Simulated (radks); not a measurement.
Values are calculated unless marked as measured or tabulated.
Initial-state core-level shifts of the tellurium ion Te+ when its valence configuration changes from [Kr] 4d10 5s2 5p3. Code: a radial shooting solver on a logarithmic mesh with Libxc functionals. Model: Dirac Kohn-Sham, LDA (Slater exchange, Perdew-Wang correlation), spin-unpolarised, spherical densities, point nucleus; open shells are shared between the two j in proportion to 2j + 1. Shifts are changes of the shell-averaged eigenvalues in eV (positive: less bound).

| valence | 2p | 3p | 3d | 4p |
|---|---|---|---|---|
| 4d9 5s2 5p4 | -9.575 | -9.134 | -9.233 | -7.367 |
| 4d8 5s2 5p5 | -19.436 | -18.466 | -18.681 | -14.704 |
| 4d9.5 5s2 5p3.5 | -4.752 | -4.543 | -4.590 | -3.688 |
| 4d10 5s1 5p4 | -1.412 | -1.436 | -1.435 | -1.400 |
| 4d9 5p6 | -12.212 | -11.824 | -11.921 | -9.961 |
| 4d10 5s1.5 5p3.5 | -0.713 | -0.725 | -0.724 | -0.706 |
| 4d10 5s0.5 5p4.5 | -2.099 | -2.136 | -2.134 | -2.082 |
| 4d10 5p5 | -2.775 | -2.825 | -2.822 | -2.753 |
| 4d9 5s1 5p5 | -10.914 | -10.498 | -10.596 | -8.684 |
